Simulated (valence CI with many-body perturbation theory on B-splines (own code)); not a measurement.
Level structure of Ag¹⁶⁺

Method: valence CI with perturbative core correlation (CI+MBPT): three valence electrons over a frozen Dirac-Fock core [Ar] 3d10, a basis of 11 s, 11 p, 9 d, 7 f, 5 g, 2 h, 1 i functions for each j, with the one-electron correlation potential Σ1, the two-electron term Σ2, the three-electron term Σ3, Breit, model QED; selected CI, second order for the rest (own B-spline code, finite nucleus).

No measured spectrum was set against this ion. As an estimate, levels hold to about 250 cm⁻¹ or 0.2 % of their energy and the worst to 1 %, as in measured heavy ions of charge 2 to 7; those with d or f electrons hold less well.

Levels 46 to 68 of 68, with energies above the lowest level, (4s^2 4p1/2) J=1/2. "Leading %" is the weight of the configuration and term that name the level; weights of strongly mixed levels are sums over their largest components and can fall short. In the jj column 3d3/2^4 stands for four electrons in 3d with j = 3/2. Lifetimes count E1, E2, E3, M1 and M2 decay at the calculated energies, and are blank where another channel may lead or the interval is too uncertain; long ones can be off by a factor of two.

```tsv
No.	Configuration	Term	J	E (cm⁻¹)	Leading %	g	Leading jj	Lifetime
46	4p2 4d	2F	7/2	1219200	41	1.124	4p1/2 4p3/2 4d3/2 (75 %)	56.4 ps
47	4p2 4d	2P	3/2	1221500	41	1.066	4p1/2 4p3/2 4d3/2 (85 %)	21.7 ps
48	4p2 4d	4D	1/2	1223800	84	0.112	4p1/2 4p3/2 4d3/2 (97 %)	25.6 ps
49	4p2 4d	4F	7/2	1225000	46	1.288	4p1/2 4p3/2 4d5/2 (95 %)	40.8 ps
50	4p2 4d	4F	9/2	1236300	57	1.240	4p1/2 4p3/2 4d5/2 (88 %)	49.6 ps
51	4p2 4d	4D	5/2	1245000	52	1.248	4p1/2 4p3/2 4d5/2 (67 %)	20.5 ps
52	4p2 4d	4D	3/2	1245500	43	1.233	4p1/2 4p3/2 4d5/2 (78 %)	16.5 ps
53	4p2 4d	2G	7/2	1260100	58	1.010	4p1/2 4p3/2 4d5/2 (46 %)	35.0 ps
54	4p2 4d	4P	5/2	1274900	53	1.417	4p1/2 4p3/2 4d5/2 (65 %)	5.95 ps
55	4p2 4d	2P	1/2	1277100	50	1.352	4p1/2 4p3/2 4d3/2 (49 %)	9.08 ps
56	4p2 4d	4P	3/2	1279200	45	1.344	4p1/2 4p3/2 4d3/2 (72 %)	5.99 ps
57	4p2 4d	4D	7/2	1285000	52	1.286	4p3/2^2 4d5/2 (91 %)	35.6 ps
58	4p2 4d	2G	9/2	1291100	50	1.203	4p3/2^2 4d5/2 (86 %)	49.7 ps
59	4p2 4d	2P	1/2	1297900	47	1.513	4p3/2^2 4d3/2 (38 %)	6.32 ps
60	4p2 4d	2D	5/2	1298100	45	1.122	4p1/2 4p3/2 4d3/2 (35 %)	6.61 ps
61	4p2 4d	2D	3/2	1307500	78	0.873	4p1/2 4p3/2 4d5/2 (62 %)	15.1 ps
62	4s2 5s	2S	1/2	1315000	98	2.002	4s^2 5s (98 %)	2.58 ps
63	4p2 4d	2D	3/2	1315500	47	1.160	4p3/2^2 4d3/2 (81 %)	6.20 ps
64	4p2 4d	2P	1/2	1319500	62	1.057	4p1/2 4p3/2 4d5/2 (71 %)	8.95 ps
65	4p2 4d	2F	5/2	1321900	39	1.141	4p3/2^2 4d3/2 (51 %)	5.45 ps
66	4p2 4d	2F	7/2	1336800	68	1.129	4p3/2^2 4d3/2 (50 %)	5.52 ps
67	4p2 4d	2S	1/2	1352600	56	1.963	4p3/2^2 4d3/2 (44 %)	7.03 ps
68	4p2 4d	2P	3/2	1359100	62	1.260	4p3/2^2 4d5/2 (60 %)	7.70 ps
```

Where two levels of one J and parity lie close, their mixing, g and order are uncertain.
